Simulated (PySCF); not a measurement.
A run for PySCF: D3(BJ) and D4 dispersion corrections on BH3O (SMILES BO), a point of a torsion scan.

```python
from pyscf import gto
from pyscf.dispersion import dftd3, dftd4

mol = gto.M(
    atom='''
    B    -0.45378224   -0.05664503    0.12119955
    O     0.81349551   -0.40644267    0.30650794
    H    -1.29424376   -0.83484016   -0.16982096
    H    -0.65267845    1.09625508    0.02723759
    H     1.00042620   -1.29206589    0.61854549
    ''',
    basis='def2-svp',
    charge=0, spin=0, verbose=0, max_memory=1800)
d3, d4 = {}, {}
for xc in ['hf', 'pbe', 'blyp', 'revpbe', 'tpss', 'r2scan', 'b3lyp', 'pbe0', 'bhlyp', 'camb3lyp', 'b2plyp']:
    d3[xc] = float(dftd3.DFTD3Dispersion(mol, xc=xc, version='d3bj', atm=False).get_dispersion()['energy'])
    print(f'D3(BJ) {xc:10s} {d3[xc]:14.8f} Eh')
for xc in ['hf', 'pbe', 'blyp', 'revpbe', 'tpss', 'r2scan', 'b3lyp', 'pbe0', 'bhlyp', 'camb3lyp', 'b2plyp']:
    d4[xc] = float(dftd4.DFTD4Dispersion(mol, xc={'camb3lyp': 'cam-b3lyp'}.get(xc, xc), atm=True).get_dispersion()['energy'])
    print(f'D4     {xc:10s} {d4[xc]:14.8f} Eh')
```

It printed:

```
D3(BJ) hf            -0.01518493 Eh
D3(BJ) pbe           -0.00145501 Eh
D3(BJ) blyp          -0.00304827 Eh
D3(BJ) revpbe        -0.00402356 Eh
D3(BJ) tpss          -0.00176546 Eh
D3(BJ) r2scan        -0.00035792 Eh
D3(BJ) b3lyp         -0.00245878 Eh
D3(BJ) pbe0          -0.00117945 Eh
D3(BJ) bhlyp         -0.00184687 Eh
D3(BJ) camb3lyp      -0.00097408 Eh
D3(BJ) b2plyp        -0.00106741 Eh
D4     hf            -0.00531138 Eh
D4     pbe           -0.00119372 Eh
D4     blyp          -0.00281628 Eh
D4     revpbe        -0.00479722 Eh
D4     tpss          -0.00162596 Eh
D4     r2scan        -0.00027449 Eh
D4     b3lyp         -0.00192553 Eh
D4     pbe0          -0.00096934 Eh
D4     bhlyp         -0.00126584 Eh
D4     camb3lyp      -0.00094855 Eh
D4     b2plyp        -0.00081855 Eh
```

The run finished.

Cost: about 0.020 core-seconds (a rough figure).
